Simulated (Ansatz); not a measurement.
CH$_{9}$NOSi$_{2}$, SMILES `N[SiH2]OC[SiH3]` at its PBE0-D4/def2-TZVP geometry, where that method's forces vanish. The species carries charge 0 and has multiplicity 1.

```json
{"atom": "N1", "x (Å)": "2.355", "y (Å)": "-0.813", "z (Å)": "1.621"}
{"atom": "Si2", "x (Å)": "1.418", "y (Å)": "-0.946", "z (Å)": "0.210"}
{"atom": "O3", "x (Å)": "0.099", "y (Å)": "0.049", "z (Å)": "0.229"}
{"atom": "C4", "x (Å)": "-0.798", "y (Å)": "0.080", "z (Å)": "-0.871"}
{"atom": "Si5", "x (Å)": "-2.161", "y (Å)": "1.334", "z (Å)": "-0.504"}
{"atom": "H6", "x (Å)": "2.046", "y (Å)": "-1.220", "z (Å)": "2.488"}
{"atom": "H7", "x (Å)": "2.940", "y (Å)": "-0.009", "z (Å)": "1.780"}
{"atom": "H8", "x (Å)": "2.262", "y (Å)": "-0.572", "z (Å)": "-0.956"}
{"atom": "H9", "x (Å)": "0.939", "y (Å)": "-2.349", "z (Å)": "0.092"}
{"atom": "H10", "x (Å)": "-0.278", "y (Å)": "0.359", "z (Å)": "-1.799"}
{"atom": "H11", "x (Å)": "-1.243", "y (Å)": "-0.910", "z (Å)": "-1.047"}
{"atom": "H12", "x (Å)": "-2.899", "y (Å)": "0.939", "z (Å)": "0.722"}
{"atom": "H13", "x (Å)": "-3.107", "y (Å)": "1.373", "z (Å)": "-1.653"}
{"atom": "H14", "x (Å)": "-1.572", "y (Å)": "2.684", "z (Å)": "-0.311"}
```

Problem. For each bond, give half the difference of the two atoms' forces along it (eV/Å; positive pushes the atoms apart) under PBE-D4, r2SCAN-D4, B3LYP-D4, ωB97M-V in def2-TZVPP. (Estimate.)

Solution. The calculation gave: 
```tsv
bond	length (Å)	PBE-D4	r2SCAN-D4	B3LYP-D4	ωB97M-V
N1–Si2	1.699	0.03	-0.01	0.08	0.10
N1–H6	1.007	0.19	0.02	-0.01	-0.03
N1–H7	1.007	0.19	0.02	-0.01	-0.03
Si2–O3	1.653	0.25	-0.02	0.02	0.04
Si2–H8	1.487	0.00	-0.03	-0.11	-0.15
Si2–H9	1.487	0.00	-0.03	-0.11	-0.15
O3–C4	1.419	0.25	0.35	0.32	0.29
C4–Si5	1.888	-0.03	-0.03	0.03	0.01
C4–H10	1.100	0.09	-0.05	-0.11	-0.11
C4–H11	1.100	0.09	-0.05	-0.11	-0.11
Si5–H12	1.486	0.07	-0.02	-0.07	-0.11
Si5–H13	1.489	0.05	-0.03	-0.07	-0.10
Si5–H14	1.486	0.07	-0.02	-0.07	-0.11
```

B3LYP here is the variant with VWN-RPA as its local correlation; programs differ in this.

Results of the Gaussian-basis code of Ansatz.
